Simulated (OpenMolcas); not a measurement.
OpenMolcas run: Ta

Input:

```
&GATEWAY
Coord
1

Ta 0.0 0.0 0.0
Basis=ANO-RCC-VDZP
Group=XYZ
NoMove
AngMom=0.0 0.0 0.0
AMFI
&SEWARD
&RASSCF
FileOrb=start.orb
Symmetry=1
Spin=4
nActEl=3 0 0
Inactive=16 19
Ras2=5 0
CIRoot=10 10 1
SDav=10
CIMx=300
Iter=120 100
PrWF=0.3
OrbListing=Nothing
MaxOrb=0
Atom
>>> COPY $Project.JobIph JOB001
&RASSCF
FileOrb=start.orb
Symmetry=1
Spin=2
nActEl=3 0 0
Inactive=16 19
Ras2=5 0
CIRoot=40 40 1
SDav=40
CIMx=300
Iter=120 100
PrWF=0.3
OrbListing=Nothing
MaxOrb=0
Atom
>>> COPY $Project.JobIph JOB002
&RASSI
NrOfJobIphs=2 10 40
1 2 3 4 5 6 7 8 9 10
1 2 3 4 5 6 7 8 9 10 11 12 13 14 15 16 17 18 19 20 21 22 23 24 25 26 27
28 29 30 31 32 33 34 35 36 37 38 39 40
IphNames
JOB001
JOB002
EJob
SpinOrbit
DIPRint=1.0
SOCoupling=1000.0
Subsets=2
MEES
Property=10
'ANGMOM' 1 'ANGMOM' 2 'ANGMOM' 3 'MLTPL  1' 1 'MLTPL  1' 2 'MLTPL  1' 3
'AMFI' 1 'AMFI' 2 'AMFI' 3 'MLTPL  2' 6
SOProperty=3
'ANGMOM' 1 'ANGMOM' 2 'ANGMOM' 3
```

A driver script runs the steps one by one and writes start.orb anew before each from the orbitals found so far.

Output, cut to the results:

```
--- SEWARD ---
Basis set label: TA.ANO-RCC...7S6P4D2F1G.

      Electronic valence basis set:
      ------------------
      Associated Effective Charge  73.000000 au
      Associated Actual Charge     73.000000 au
      Nuclear Model: Point charge

      Shell  nPrim  nBasis  Cartesian Spherical Contaminant
         s      24       7        X
         p      21       6        X
         d      15       4                 X
         f      11       2                 X
         g       4       1                 X
                  Relativistic Douglas-Kroll-Hess integrals:
                    - DKH order of Hamiltonian: 2
                    - DKH order of Properties : 0
                  Atomic mean-field integrals
--- RASSCF ---
Wave function specifications:
      -----------------------------

      Number of closed shell electrons          70
      Number of electrons in active shells       3
      Max number of holes in RAS1 space          0
      Max nr of electrons in RAS3 space          0
      Number of inactive orbitals               35
      Number of active orbitals                  5
      Number of secondary orbitals              28
      Spin quantum number                      1.5
      State symmetry                             1
Orbital specifications:
      -----------------------

      Symmetry species                           1   2
                                                ag  au
      Frozen orbitals                            0   0
      Inactive orbitals                         16  19
      Active orbitals                            5   0
      RAS1 orbitals                              0   0
      RAS2 orbitals                              5   0
      RAS3 orbitals                              0   0
      Secondary orbitals                        15  13
      Deleted orbitals                           0   0
      Number of basis functions                 36  32
      Number of CSFs                            10
      Number of root(s) required                10
      Iter CI   SX   CI       RASSCF       Energy    max ROT     max BLB   max BLB  Level Ln srch  Step   QN
          iter iter root      energy       change     param      element    value   shift minimum  type update
 Nr of preliminary CI iterations:   1
      Total energies have been shifted. Add               -15000.00 au
        1   1    5    0  -589.87156006    0.00E+00   2.16E-02   16  22 1 -2.62E-02*  0.00   0.00    SX    NO
        2   1    5    0  -589.87265774   -1.10E-03* -6.77E-03   16  22 1 -8.20E-03*  0.00   0.00    SX    NO
        3   1    5    0  -589.87275414   -9.64E-05* -2.23E-03   16  22 1 -2.70E-03*  0.00   0.00    SX    NO
        4   1    4    0  -589.87276399   -9.85E-06* -7.31E-04   16  22 1 -8.85E-04*  0.00   0.00    SX    NO
        5   1    4    0  -589.87276503   -1.04E-06* -3.43E-04   16  22 1 -2.80E-04*  0.00   1.47    LS   YES
        6   1    4    0  -589.87276515   -1.19E-07*  2.48E-05   16  32 2  1.18E-04*  0.00   1.00    QN   YES
        7   1    4    0  -589.87276515    1.12E-09   1.14E-05   12  28 2 -1.28E-04*  0.00   0.48    QN   YES
        8   1    4    0  -589.87276515   -8.00E-09   4.89E-06   12  28 2 -3.88E-05   0.00   1.43    QN   YES
      Convergence after  8 iterations
        9   1    4    0  -589.87276516   -7.84E-10   4.89E-06   19  22 2  2.09E-07   0.00   1.43    QN   YES
      Natural orbitals and occupation numbers for root  1
      sym 1:   1.000000   0.183740   0.183740   0.816260   0.816260
      Natural orbitals and occupation numbers for root  2
      sym 1:   0.158094   0.841906   1.000000   0.158094   0.841906
      Natural orbitals and occupation numbers for root  3
      sym 1:   1.000000   0.151758   0.848242   0.848242   0.151758
::    RASSCF root number  1 Total energy: -15589.88522037
::    RASSCF root number  2 Total energy: -15589.88522037
::    RASSCF root number  3 Total energy: -15589.88522037
::    RASSCF root number  4 Total energy: -15589.88522037
::    RASSCF root number  5 Total energy: -15589.88522037
::    RASSCF root number  6 Total energy: -15589.88522037
::    RASSCF root number  7 Total energy: -15589.88522037
::    RASSCF root number  8 Total energy: -15589.84370299
::    RASSCF root number  9 Total energy: -15589.84370299
::    RASSCF root number 10 Total energy: -15589.84370299
--- RASSCF ---
Wave function specifications:
      -----------------------------

      Number of closed shell electrons          70
...
--- RASSI ---
SPIN-FREE ENERGIES:
  (Shifted by EMIN (a.u.) =     -15589.8852203679)

 SF State       Relative EMIN(au)   Rel lowest level(eV)    D:o, cm**(-1)      L_eff

     1             0.0000000000        0.0000000000              0.0000         3.0
     2             0.0000000000        0.0000000000              0.0000         3.0
     3             0.0000000000        0.0000000000              0.0000         3.0
     4             0.0000000000        0.0000000000              0.0000         3.0
     5             0.0000000000        0.0000000000              0.0000         3.0
     6             0.0000000000        0.0000000000              0.0000         3.0
     7             0.0000000000        0.0000000000              0.0000         3.0
     8             0.0415173745        1.1297453145           9112.0105         1.0
     9             0.0415173745        1.1297453145           9112.0105         1.0
    10             0.0415173745        1.1297453145           9112.0105         1.0
    11             0.0435931105        1.1862289672           9567.5819         4.0
    12             0.0435931105        1.1862289672           9567.5819         4.0
    13             0.0435931105        1.1862289672           9567.5819         4.0
    14             0.0435931105        1.1862289672           9567.5819         4.0
    15             0.0435931105        1.1862289672           9567.5819         4.0
    16             0.0435931105        1.1862289672           9567.5819         4.0
    17             0.0435931105        1.1862289672           9567.5819         4.0
    18             0.0435931105        1.1862289672           9567.5819         4.0
    19             0.0435931105        1.1862289672           9567.5819         4.0
    20             0.0573067530        1.5593961905          12577.3785         4.9
    21             0.0573067530        1.5593961905          12577.3785         5.0
...
```

Levels above the lowest, from the spin-orbit matrix, grouped by J:

```csv
Configuration,Term,J,E (cm⁻¹),Measured (cm⁻¹),g,Term weight %,Second
5d³ 6s²,⁴F,3/2,0.0,0.0,0.425,94,5 ²D(1)
5d³ 6s²,⁴F,5/2,2084,2010,1.032,98,2 ²D(1)
5d³ 6s²,⁴F,7/2,4301,3964,1.227,96,3 ²G
5d³ 6s²,⁴F,9/2,6376,5621,1.305,88,11 ²G
5d³ 6s²,⁴P,3/2,10419,6069,1.509,60,28 ²P
5d³ 6s²,⁴P,1/2,11156,6049,2.313,82,18 ²P
5d³ 6s²,²G,7/2,12928,,0.904,95,3 ⁴F
5d³ 6s²,²H,9/2,13470,,1.032,49,42 ²G
5d³ 6s²,⁴P,5/2,14168,9253,1.580,95,4 ²D(1)
5d³ 6s²,²D(1),3/2,16166,,1.160,51,32 ⁴P
5d³ 6s²,²P,1/2,17075,,1.023,82,18 ⁴P
5d³ 6s²,²H,11/2,18107,,1.091,100,
5d³ 6s²,²H,9/2,18971,,1.017,50,47 ²G
5d³ 6s²,²D(1),5/2,19863,,1.211,93,4 ⁴P
5d³ 6s²,²P,3/2,21863,,1.172,58,33 ²D(1)
5d³ 6s²,²F,7/2,26062,,1.139,98,
5d³ 6s²,²F,5/2,26313,,0.877,94,5 ²D(2)
5d³ 6s²,²D(2),5/2,39255,,1.188,93,5 ²F
5d³ 6s²,²D(2),3/2,39641,,0.801,99,
```

Against the 6 measured excited levels shown (NIST Handbook of Basic Atomic Spectroscopic Data) the mean absolute deviation is 2600 cm-1; the largest miss in energy is 5d³ 6s² ⁴P_1/2: computed 11156, measured 6049 cm⁻¹ (+84.4 %).

Without dynamic correlation excited terms often stand tens of per cent too high (terms of higher spin than the ground term too low), and those without a measured partner can miss by more than the paired ones. With the s shell closed, the reference lacks s² → p², s² → d² and s → d mixing, so excited terms can stand far too high and out of order, with CASPT2 too. Measured partners are found by configuration, term and J. A level has none where our copy of the source lacks it or the pairing is in doubt (some pairs that miss far off the trend of their configuration count as doubtful), and it then counts in no deviation. Only configurations of the active space appear.

The term weight is that of the spin-free term in the level, not the purity of its configuration. A number in round brackets counts repeated terms of one configuration in the order of the reference energies.
